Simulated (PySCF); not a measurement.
Bonds (- single, = double, # triple, : aromatic): C1-C2, C2=O3, C2-C4, C4=C5, C5-N6, N6-C7, N6-C8. C1 carries H9, H10, H11; C4 carries H12; C5 carries H13; C7 carries H14, H15, H16; C8 carries H17, H18, H19. Stereochemistry as in CC(=O)/C=C/N(C)C.

Geometry: PBE0-D3(BJ)/def2-SVP; GIAO shifts from PySCF 2.14.0 with density-fitted response routines, gas phase, non-relativistic, averaged over equivalent atoms.

At PBE0/STO-3G (51 basis functions, 5 s wall time on 1 thread of an Arm Neoverse V2, shared host):
```tsv
atoms	δ (ppm)
C2	128.2
C5	114.3
C4	90.2
C7/C8	39.7
C1	27.7
O3	575.7
N6	26.1
H13	6.14
H12	4.71
H14/H15/H16/H17/H18/H19	2.17
H9/H10/H11	1.93
```

Scale: $^{13}$C (σ = 234.69 ppm) and $^{1}$H (σ = 32.60 ppm) vs TMS; H2O for $^{17}$O (σ = 341.71 ppm); $^{15}$N (σ = 294.71 ppm) against NH3 (reference shieldings calculated alike).

Question: Estimate the result of repeating the calculation with OPBE/pcSseg-1.

Answer: 
| atoms | δ at OPBE/pcSseg-1 | change |
| --- | --- | --- |
| C2 | 179.5 | +51.3 |
| C5 | 142.3 | +28.0 |
| C4 | 94.3 | +4.1 |
| C7/C8 | 40.0 | +0.3 |
| C1 | 30.1 | +2.4 |
| O3 | 526.9 | -48.8 |
| N6 | 95.9 | +69.8 |
| H13 | 7.19 | +1.05 |
| H12 | 4.89 | +0.18 |
| H14/H15/H16/H17/H18/H19 | 2.77 | +0.60 |
| H9/H10/H11 | 1.95 | +0.02 |

Referencing at the same level of theory: TMS for $^{13}$C (185.13 ppm), $^{1}$H (31.23 ppm); H2O for $^{17}$O (332.03 ppm); $^{15}$N (264.09 ppm) against NH3.

The largest change is at N6 (enamine nitrogen). Cost: 191 basis functions, 36 s wall time on 1 thread of an Arm Neoverse V2, shared host. The order of the carbon signals is the same at both levels.

Unscaled 17O shifts of doubly bonded oxygen tend to come out too high, by tens of ppm or more. Experimental scales use liquid or dissolved standards, which lie at an offset from isolated NH3 (liquid NH3: subtract about 20 ppm) and H2O (liquid H2O: subtract about 36 ppm).
